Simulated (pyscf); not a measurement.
PySCF, gas phase, ωB97X-D3(BJ)/def2-SVP geometries.

SMILES: OCCC(O)O
```xyz
14

O      0.4809    -1.0399    -0.6295
C      0.2431     0.1840    -1.2710
C     -0.8422     1.0204    -0.5911
C     -0.4193     1.5994     0.7563
O     -0.0446     0.5145     1.5858
O      0.6163     2.5316     0.6576
H      0.5056    -0.8512     0.3200
H     -0.0666    -0.0373    -2.3053
H      1.1756     0.7882    -1.3653
H     -1.7325     0.3882    -0.4448
H     -1.1299     1.8642    -1.2384
H     -1.2578     2.1540     1.2148
H      0.2937     0.8825     2.4118
H      1.3324     2.1295     0.1481
```
Charge 0, spin multiplicity 1.

Q: How much does it cost (ΔH, 298 K, ωB97M-D3(BJ)/def2-TZVP) to split HO–CH₂–CH₂–CH(OH)–OH (SMILES OCCC(O)O) at its C–C bond into •H₂C–CH₂–OH + HO–CH•–OH?

A: C–C to •H₂C–CH₂–OH + HO–CH•–OH: 89.5 kcal/mol. The 7 functionals that were run give +80.6 (r²SCAN) to +90.3 kcal/mol (M06-2X). •H₂C–CH₂–OH lies 8.0 kcal/mol over its isomer H₃C–CH•–OH, and others may lie lower still (electronic energy, ωB97M-D3(BJ)). Other isomers of HO–CH•–OH were not searched in full and may lie lower.
